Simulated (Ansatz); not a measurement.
# Which is lower?

The two ends of one reaction step of Al2NH6O4, doublet (PBE0-D4/def2-TZVP).

A:

Al1  (-0.031, 0.964, 0.174)
O2  (-0.427, -0.555, 1.161)
Al3  (-1.114, -1.631, -0.179)
O4  (0.060, -2.856, -0.425)
O5  (-0.791, -0.088, -1.142)
O6  (-0.962, 2.330, 0.582)
H7  (0.199, -0.907, 1.796)
N8  (1.706, 1.252, -0.018)
H9  (-0.188, -3.739, -0.693)
H10  (-1.143, 0.186, -1.987)
H11  (-1.814, 2.283, 1.008)
H12  (2.360, 0.622, -0.449)
H13  (2.144, 2.137, 0.173)
(Å)

B:

Al1  (-0.660, 0.739, 0.450)
O2  (-1.178, -0.671, 1.256)
Al3  (-1.180, -1.699, -0.158)
O4  (0.479, -2.122, -0.624)
O5  (-1.192, -0.001, -1.129)
O6  (-0.772, 2.410, 0.735)
H7  (1.734, 0.446, 1.216)
N8  (1.298, 0.432, 0.300)
H9  (0.753, -3.038, -0.655)
H10  (-0.884, 0.128, -2.026)
H11  (-1.571, 2.860, 0.998)
H12  (1.349, -0.539, -0.060)
H13  (1.825, 1.054, -0.302)
(Å)

Program: Ansatz 0.2.0. Basis: def2-TZVPP. Cores are frozen in the correlated methods; orbitals are unrestricted. B3LYP uses VWN-RPA correlation.

Question: Which structure is lower at CCSD(T), and by how much? (Judge from chemistry; the value comes from the calculation.)

Answer: Computed: B, by 0.018 eV (electronic energy, against the other); a gap this small isn't resolved in one triple-zeta basis. By their contacts, A is Al₂NH₆O₄ ([NH2][Al]1([OH])[OH][Al]([OH])[OH]1) and B is Al₂NH₆O₄ ([NH3][Al]12([OH])[O][Al]1([OH])[OH]2).

Question: Do the other methods give the same order? (A judgement: the text doesn't fix the answer.)

Answer: By the calculation: Not all: BHLYP-D4, CAM-B3LYP-D4, HF, CCSD give the other order.

| method | E(B) − E(A) (eV) |
| --- | --- |
| SPW92 | -0.206 |
| PBE-D4 | -0.129 |
| BLYP-D4 | -0.081 |
| r2SCAN-D4 | -0.066 |
| B97M-V | -0.037 |
| PBE0-D4 | -0.054 |
| B3LYP-D4 | -0.019 |
| r2SCAN0-D4 | -0.015 |
| BHLYP-D4 | 0.053 |
| CAM-B3LYP-D4 | 0.001 |
| wB97X-V | -0.029 |
| wB97M-V | -0.035 |
| B2PLYP | -0.006 |
| PBE-QIDH | -0.030 |
| RPA on PBE | -0.005 |
| HF | 0.241 |
| MP2 | -0.044 |
| CCSD | 0.035 |
| CCSD(T) | -0.018 |

The T1 diagnostic stays at or below 0.014. ⟨S²⟩ of the unrestricted Hartree–Fock references: 0.75 (a pure state has 0.75).

Labels in which every atom is bracketed show which atoms are joined, not bond orders.

For scale, one of the runs: CCSD(T)/def2-TZVPP, 323 basis functions, launched by `ansatz run in.yaml --threads 4 --pin off --events-out ev --progress --plain --max-ram 41984MiB --backend cuda --devices 0, --max-vram 37GiB`. The run took 21 s on 4 CPU threads of an AMD EPYC 7R13 and a share of one NVIDIA H100 (shared host), with 0.88 GiB of host memory at its peak.
